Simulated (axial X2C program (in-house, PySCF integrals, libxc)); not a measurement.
**SeBr: from Re and ωe to a spectrum**

A bond curve at the PBE0 level, with spin–orbit coupling, was computed with an in-house all-electron X2C program for linear molecules (integrals from PySCF) (basis Br dyall-cv3z [8s9p6d4f1g], Se dyall-cv3z [8s9p6d4f1g] (cores contracted in-house)) for the state Ω = 3/2 (⟨Sz⟩ = 0.50, ⟨Lz⟩ = 1.00 at PBE0). Its fit gives Re = 2.2620 Å, ωe = 333.7 cm⁻¹, ωexe = 0.849 cm⁻¹ and αe = 2.864e-04 cm⁻¹; the masses are 78.9183 and 79.9165 u. Two-component means X2C with spin–orbit coupling and atomic mean-field Coulomb and Gaunt terms.

(1) Find the reduced mass, Be and the force constant.

(2) Estimate De from a Morse curve and compare with the computed well depth of 2.482 eV to Br + Se.

(3) A Morse curve ties αe to the other constants (Pekeris). How well does that hold?

(4) The dipole moment p changes by 2.88 D/Å at Re. What harmonic infrared intensity follows?

(5) Estimate the centrifugal constant by the Kratzer relation.

The state is one determinant whose occupation by symmetry is held fixed; it was picked as the lowest of a PBE0 search that is not exhaustive. De is counted from the lowest determinant-based energies of the atoms at the same level, without counterpoise correction. Density functionals use the spin component along the axis (collinear). Without a current term, density functionals place determinants with orbital angular momentum somewhat too high.

Results:

(1) From the PBE0 values: μ = 39.7071 u. Be = 16.8576/(μ Re²) = 0.08297 cm⁻¹. k = 5.8918×10⁻⁷ μ ωe² = 2.61 mdyn/Å.

(2) De(Morse) = ωe²/(4ωexe) = 4.065 eV against 2.482 eV computed, a ratio of 1.64. The extrapolation overshoots: the well softens faster than a Morse curve, or the lowest atomic limit lies below the one to which the curve heads.

(3) αe(Morse) = 6Be²/ωe × (√(ωexe/Be) − 1) = 2.722e-04 cm⁻¹; the PBE0 curve gives 2.864e-04 cm⁻¹, a ratio of 0.95.

(4) I = 42.256 × (dp/dR)²/μ = 8.8 km/mol.

(5) D = 4Be³/ωe² = 2.05e-08 cm⁻¹.
